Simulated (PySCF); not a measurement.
Gas-phase reaction: Ti(OH)₄ + 2 Cl + 2 H → TiCl₂(OH)₂ + 2 H₂O

Computed with PySCF (xtb for GFN2) and rigid-rotor harmonic-oscillator thermochemistry at 1 bar. † marks an energy on the PBE0/def2-TZVP geometry and frequencies; other levels use their own. MP2 freezes the core. 6-31G* has spherical d functions here. Open shells (unrestricted): Cl (multiplicity 2, electronic degeneracy 6), H (multiplicity 2); the rest are closed-shell singlets. GFN2 has no spin-polarisation term. Spin-orbit splitting is ignored; it lowers the true energy and changes the entropy of Cl. Ti(OH)₄, TiCl₂(OH)₂: computed as isolated molecules; such fragments, hydroxides, amides, oligomers or adducts are transient or little studied in the gas. MP2 isn't extrapolated to the basis-set limit; its ΔH°(298 K) is -826.0 kJ in def2-SVP and -911.7 kJ in def2-TZVPP. The harmonic model lacks anharmonicity and excited electronic states, which grow with temperature; levels with a mode under 35 cm⁻¹ are left out. Soft modes under 120 cm⁻¹ make the harmonic entropy rough for TiCl₂(OH)₂. Warning, point group unlike the PBE0 one: TiCl₂(OH)₂ (GFN2-xTB).

```json
[
 {"level": "GFN2-xTB", "ΔE electronic, kJ": "-1065", "ΔH°(298 K), kJ": "-1019", "ΔS°(298 K), J/K": "-211", "ΔG°(1800 K), kJ": "-568"},
 {"level": "HF/6-31G*", "ΔE electronic, kJ": "-626", "ΔH°(298 K), kJ": "-576", "ΔS°(298 K), J/K": "-186", "ΔG°(1800 K), kJ": "-175"},
 {"level": "MP2/def2-TZVPP†", "ΔE electronic, kJ": "-957", "ΔH°(298 K), kJ": "-912", "ΔS°(298 K), J/K": "-174", "ΔG°(1800 K), kJ": "-535"},
 {"level": "PBE/def2-SVP", "ΔE electronic, kJ": "-912", "ΔH°(298 K), kJ": "-870", "ΔS°(298 K), J/K": "-170", "ΔG°(1800 K), kJ": "-501"},
 {"level": "PBE/def2-TZVP†", "ΔE electronic, kJ": "-945", "ΔH°(298 K), kJ": "-900", "ΔS°(298 K), J/K": "-174", "ΔG°(1800 K), kJ": "-522"},
 {"level": "PBE0/def2-QZVP†", "ΔE electronic, kJ": "-951", "ΔH°(298 K), kJ": "-906", "ΔS°(298 K), J/K": "-174", "ΔG°(1800 K), kJ": "-529"},
 {"level": "PBE0/def2-TZVP", "ΔE electronic, kJ": "-937", "ΔH°(298 K), kJ": "-892", "ΔS°(298 K), J/K": "-174", "ΔG°(1800 K), kJ": "-515"},
 {"level": "r2SCAN/def2-TZVP†", "ΔE electronic, kJ": "-947", "ΔH°(298 K), kJ": "-902", "ΔS°(298 K), J/K": "-174", "ΔG°(1800 K), kJ": "-524"},
 {"level": "LDA/def2-TZVP†", "ΔE electronic, kJ": "-1056", "ΔH°(298 K), kJ": "-1011", "ΔS°(298 K), J/K": "-174", "ΔG°(1800 K), kJ": "-634"},
 {"level": "ωB97M-V/def2-TZVP†", "ΔE electronic, kJ": "-948", "ΔH°(298 K), kJ": "-903", "ΔS°(298 K), J/K": "-174", "ΔG°(1800 K), kJ": "-526"}
]
```
ΔH° is lowest at GFN2-xTB and highest at HF/6-31G*. No reference value is set beside these.
